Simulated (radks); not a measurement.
Results of a calculation; reference values are marked as such.
Spherical quantum dot in the effective-mass picture: electrons in a parabolic well V = omega^2 r^2 / 2 with omega = 3.89, with a point charge +1 (a donor) at the centre, all in effective atomic units (hartree* = m*/eps^2 hartree, bohr* = eps/m* bohr), one dielectric constant everywhere. Level of theory: non-relativistic Kohn-Sham, PBEsol, spin-polarised, spherical densities (a radial shooting solver with Libxc functionals). Levels are named by radial order and angular momentum (1s, 1p, 1d, 2s, ...), and open shells are averaged over m. Results are scaled to m* = 0.22 and eps = 4.1, for which hartree* = 356.1 meV and bohr* = 0.9862 nm.

N = 22, configuration 1s2 1p6 1d10 2s2 1f(up 2, down 0). This is the lowest configuration that the search found. Occupied and some empty levels:

level    occupation  eigenvalue (meV)  <r> (nm)
1s up             1            9091.2    0.6536
1s down           1            9098.8    0.6507
1p up             3             10105    0.9035
1p down           3             10122    0.9007
2s up             1             10988    0.9437
2s down           1             11006    0.9441
1d up             5             11070     1.063
1d down           5             11092     1.062
1f up             2             12073     1.188
1f down           0             12098     1.187
2p up             0             12181     1.076
2p down           0             12198     1.078
1g up             0             13122     1.294
1g down           0             13148     1.294
2d up             0             13310     1.200
2d down           0             13327     1.201

Energy (meV): total 160831, kinetic 35088, external 55929, Hartree 77322, exchange-correlation -7507.3.
